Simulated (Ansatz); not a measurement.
The input (input.yaml):

```yaml
crystal:
  periodic: [false, false, false]
  atoms:
    - { symbol: Si, position_ang: [-1.1102, -0.5285, 1.7114] }
    - { symbol: O, position_ang: [-0.6127, 0.3981, 0.4001] }
    - { symbol: C, position_ang: [0.3962, -0.1537, -0.4193] }
    - { symbol: C, position_ang: [0.8317, 0.8414, -1.5233] }
    - { symbol: Cl, position_ang: [2.0491, 0.1928, -2.5837] }
    - { symbol: H, position_ang: [-0.0265, -0.7179, 2.6217] }
    - { symbol: H, position_ang: [-1.6587, -1.777, 1.2124] }
    - { symbol: H, position_ang: [-1.22597, 1.15553, 0.57417] }
    - { symbol: H, position_ang: [0.1008, -1.0904, -0.7979] }
    - { symbol: H, position_ang: [1.3257, -0.3331, 0.2292] }
    - { symbol: H, position_ang: [-0.1347, 1.0273, -2.1164] }
    - { symbol: H, position_ang: [1.105, 1.7976, -1.0889] }
basis:
  gaussian: { orbitals: def2-SVP }
hamiltonian:
  xc: pbe0
relax:
  f_tol: 0.02
  max_steps: 50
output:
  orbitals: {}
```

Command:

```bash
$ ansatz run input.yaml --threads 2 --pin off --max-ram 3072MiB --backend cpu --events-out ev --progress --plain --runs-dir out
```

Hardware: 2 threads of Arm Neoverse V1 (shared host).

Roughly how long does this run take, and how much memory?

74 s, with a peak of 0.26 GiB, for 19 ionic steps.
